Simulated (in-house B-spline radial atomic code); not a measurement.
A fraction x of an electron is removed from 4p in Zr2+, starting from [Kr] 4d2 and keeping the highest spin. Method: scalar-relativistic (X2C) CAM-B3LYP, spin-polarised, spherical fractional occupations, Fermi nucleus of rms radius 4.2694 fm. Calculated with a B-spline radial code for spherical atoms.

Caution: exact exchange at fractional occupations of open shells leaves self-interaction of up to several eV.

| x | E(x) - E(0) (eV) | 4p down level (eV) |
| --- | --- | --- |
| 0 | 0.0000 | -50.145 |
| 0.02 | 1.0049 | -50.349 |
| 0.21 | 10.7574 | -52.318 |
| 0.35 | ? | ? |
| 0.39 | ? | ? |
| 0.5 | 26.3768 | -55.420 |
| 0.59 | 31.4088 | -56.405 |
| 0.66 | 35.3842 | -57.177 |
| 0.77 | 41.7408 | -58.401 |
| 0.88 | 48.2328 | -59.638 |
| 1 | 55.4709 | -61.001 |

(1) What belongs in the row x = 0.35?

(2) What belongs in the row x = 0.39?

(3) Check Janak's theorem between x = 0.02 and 0.21.

Results:

(1) An energy change of 18.1855 eV; 4p down at -53.802 eV.

(2) An energy change of 20.3461 eV; 4p down at -54.231 eV.

(3) The slope of the energy is 51.33 eV; the orbital levels give 51.33 eV (-ε of the emptying orbital, averaged over the two points).
